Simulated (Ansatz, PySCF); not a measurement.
Species: CBr₂ (charge 0, singlet). 
Coordinates optimised at B3LYP-D3(BJ)/def2-TZVP (Ansatz, a first-principles code):
```
C
Br 1 1.8989
Br 1 1.8989 2 110.45
```
Charge 0, spin multiplicity 1.

Property: vertical ionisation energy (to the doublet state of charge +1; each state is the SCF solution reached for its spin; for the singlet the Hartree-Fock reference is unstable and T1 is 0.025), in eV. Cores are frozen in the correlated levels unless marked. UHF or UKS for open shells. No spin-orbit coupling. The frozen core is the preceding noble-gas configuration, with the filled d and f shells of earlier blocks. Non-relativistic. Basis-set limits of correlation are two-point, X^-3; Hartree-Fock from the larger set. [CCSD(T)-MP2]/basis is that difference in the basis named.

| level | program | vertical ionisation energy (eV) | minus last row |
|---|---|---|---|
| HF/aug-cc-pVQZ | Ansatz | 8.89 | -0.82 |
| B3LYP/def2-TZVPD | Ansatz | 9.55 | -0.16 |
| wB97M-V/def2-TZVPD | Ansatz | 9.69 | -0.02 |
| wB97X-V/def2-TZVPD | Ansatz | 9.68 | -0.03 |
| MP2/aug-cc-pVDZ | Ansatz | 9.54 | -0.17 |
| RI-MP2/aug-cc-pVTZ | Ansatz | 9.64 | -0.07 |
| RI-MP2/aug-cc-pVQZ | Ansatz | 9.73 | 0.02 |
| RI-MP2/CBS(aug-cc-pVTZ,aug-cc-pVQZ) | Ansatz | 9.79 | 0.08 |
| CCSD(T)/aug-cc-pVDZ | Ansatz | 9.45 | -0.26 |
| RI-MP2/CBS(aug-cc-pVTZ,aug-cc-pVQZ)+[CCSD(T)-MP2]/aug-cc-pVTZ | Ansatz | 9.71 | 0.00 |

For comparison, minus the highest occupied orbital energy (PySCF): 10.46 eV at HF/def2-TZVPD, 7.52 eV at PW6B95/def2-TZVPD, 6.32 eV at TPSS/def2-TZVPD.
